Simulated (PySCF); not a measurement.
## A computed series MCl3(NH3)

Computed with PySCF 2.14.0, PBE0, def2-SVP on the ligands, density fitting, scalar-relativistic core potentials, no spin-orbit coupling, vacuum. Each member is relaxed from one template within its symmetry. Distances are means of the shortest metal–ligand contacts, charges and spins Mulliken's; removal energies are rigid, with the ligand's formal charge and no counterpoise, so too large; for an anion taken off a cation in vacuum most of it is the attraction of opposite charges, and multiply charged cations can part far more cheaply with an electron moved from ligand to metal. lcecp potentials hold a fixed number of 4f electrons in the core, out of states, spins and gaps.

```tsv
metal	basis on the metal	point group	M–Cl (Å)	M–NH3 (Å)	charge on M (e)	dipole (D)	removal of one Cl (eV)	strongest infrared band, degenerate modes summed (cm⁻¹)	unstable modes (below −25 cm⁻¹)
Ce	lcecp-1-SVP with ECP47	C3v	2.609	2.607	0.90	4.81	8.60	329	0
Sm	lcecp-1-SVP with ECP51	C3v	2.544	2.523	0.85	5.16	8.78	335	0
Yb	lcecp-1-SVP with ECP59	C3v	2.446	2.395	0.78	5.61	9.11	1227	0
```

**Question.** Order these by the M–Cl distance, lowest first.
A. Gd, lcecp-1-SVP with ECP53
B. Er, lcecp-1-SVP with ECP57
C. Nd, lcecp-1-SVP with ECP49
D. Tl, def2-SVP with ECP60
E. Dy, lcecp-1-SVP with ECP55

**Answer.** D (2.417), B (2.468), E (2.492), A (2.518), C (2.557).

**Question.** What else do they give?

**Answer.** 
| metal | basis on the metal | point group | M–Cl (Å) | M–NH3 (Å) | charge on M (e) | dipole (D) | removal of one Cl (eV) | strongest infrared band, degenerate modes summed (cm⁻¹) | unstable modes (below −25 cm⁻¹) |
| --- | --- | --- | --- | --- | --- | --- | --- | --- | --- |
| Nd | lcecp-1-SVP with ECP49 | C3v | 2.557 | 2.542 | 0.84 | 5.04 | 8.69 | 334 | 0 |
| Gd | lcecp-1-SVP with ECP53 | C3v | 2.518 | 2.488 | 0.83 | 5.30 | 8.87 | 1223 | 0 |
| Dy | lcecp-1-SVP with ECP55 | C3v | 2.492 | 2.454 | 0.81 | 5.44 | 8.95 | 1222 | 0 |
| Er | lcecp-1-SVP with ECP57 | C3v | 2.468 | 2.423 | 0.79 | 5.49 | 9.04 | 1225 | 0 |
| Tl | def2-SVP with ECP60 | C3 | 2.417 | 2.424 | 0.60 | 5.74 | 8.87 | 1133 | 0 |

From Ce to Yb the M–Cl distance shrinks by 0.16 Å, the lanthanide contraction, and the energy to remove one Cl rises by 0.51 eV.

Moved off a saddle point of the template and relaxed again: Tl. One start shape was tried for each, so a minimum needn't be the lowest isomer.
